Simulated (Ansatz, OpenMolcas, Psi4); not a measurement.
**Worked example: GeH2Cl2 + CHBrCl → GeH2Cl + CHBrCl2**

Species: GeH2Cl2 (dichlorogermane) `[Cl][GeH2][Cl]`, singlet; CHBrCl `Cl[CH]Br`, doublet; GeH2Cl `[Cl][GeH2]`, doublet; CHBrCl2 (bromodichloromethane) `ClC(Cl)Br`, singlet. A radical takes Cl: the energy is the difference in strength between the Ge–Cl bond broken and the C–Cl bond made.

Shapes, held fixed at every level: PBE0-D4/def2-TZVP. Programs: Ansatz 0.2.0, OpenMolcas 26.06, Psi4 1.11. A level may come from different programs for different species; with the same settings they agree closely. The zero-point and thermal change to 298 K, harmonic and unscaled (PBE0-D4/def2-TZVP), is +1.5 kJ/mol.

At CCSD(T)/def2-TZVPP; 1 Eh = 2625.50 kJ/mol:

```
species   energy (Eh)
GeH2Cl2  -2996.340557
 CHBrCl  -3070.999764
 GeH2Cl  -2536.521267
CHBrCl2  -3530.781167
```

Problem. Work out ΔH(298 K) of the reaction at this level.

Solution. 
1. Products less reactants: (-2536.521267) + (-3530.781167) − [(-2996.340557) + (-3070.999764)] = 0.037887 Eh = +99.5 kJ/mol.
2. With the thermal change: +99.5 + (+1.5) = +101.0 kJ/mol.

Other levels give +79.5 (SPW92/def2-TZVPP) to +138.6 kJ/mol (HF/def2-SVP). No measured value is set beside it here. Open shells run unrestricted. Relativity is left out for Br, Ge. Outer-core shells of Br, Ge are correlated in most correlated rows, in sets that cover them unevenly. The median of the other levels is +93.0 kJ/mol.
